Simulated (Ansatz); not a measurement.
C3H2F4 (`FCC(F)=C(F)F`), relaxed with RKS PBE0-D4/def2-TZVP in Ansatz from a PBE-D4/def2-SVP geometry. The force threshold is 0.005 eV/Å; the program also tests the step.

The species carries charge 0 and has multiplicity 1.

Start:

```xyz
9

F    -1.331    0.950   -0.957
C     0.028    0.916   -0.763
C     0.442   -0.165    0.194
F     1.778   -0.204    0.390
C    -0.336   -1.054    0.841
F    -1.652   -1.121    0.737
F     0.149   -1.970    1.666
H     0.544    0.750   -1.739
H     0.378    1.899   -0.369
```

Question: How much energy does the relaxation release, and in how many steps? (Best estimate.)

Answer: Computed: 1.23 kcal/mol, in 5 steps.

Question: Which bonds change most? (Estimate.)

Answer: Computed: C3–C5 from 1.347 to 1.323 Å; C2–H8 from 1.116 to 1.096 Å; C2–H9 from 1.116 to 1.096 Å; C5–F6 from 1.321 to 1.307 Å.

Question: Give the relaxed structure. (Estimate.)

Answer: Ansatz gave: 
```xyz
9

F    -1.313    0.957   -0.960
C     0.038    0.912   -0.759
C     0.425   -0.167    0.192
F     1.751   -0.208    0.389
C    -0.332   -1.043    0.833
F    -1.633   -1.125    0.742
F     0.155   -1.947    1.649
H     0.536    0.742   -1.721
H     0.372    1.879   -0.364
```
